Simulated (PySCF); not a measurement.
## How methods differ on the ionisation energy of Pb⁷¹⁺

Pb⁷¹⁺ [Ne] 3s1 [3s1/2^1, M_J = 1/2] → Pb⁷²⁺ [Ne], as a difference of total energies. All numbers are calculated (PySCF 2.14, the two-component X2C-1e Hamiltonian, in an uncontracted even-tempered set (17 s from 26 bohr⁻², ratio 2.4; 14 p from 34 bohr⁻², ratio 2.4; 4 d from 110 bohr⁻², ratio 2.6; 4 f from 160 bohr⁻², ratio 2.6)). Correlated levels: 1s2 frozen; the 46 highest virtual spinors dropped. "Screened" scales the spin-orbit matrix elements by Boettger's factors to mimic the two-electron term; Breit and QED terms are absent.

```json
{"method": "GHF (spin-free)", "ionisation energy (eV)": "9160.7"}
{"method": "GMP2 (spin-free)", "ionisation energy (eV)": "9161.6"}
{"method": "GHF (screened spin-orbit)", "ionisation energy (eV)": "9159.5"}
{"method": "GMP2 (screened spin-orbit)", "ionisation energy (eV)": "9160.3"}
```

Breit and QED terms and the two-electron picture change are absent.

For comparison: 9150 ± 60 eV (theoretical estimate listed by NIST; NIST Atomic Spectra Database, ionization energies).
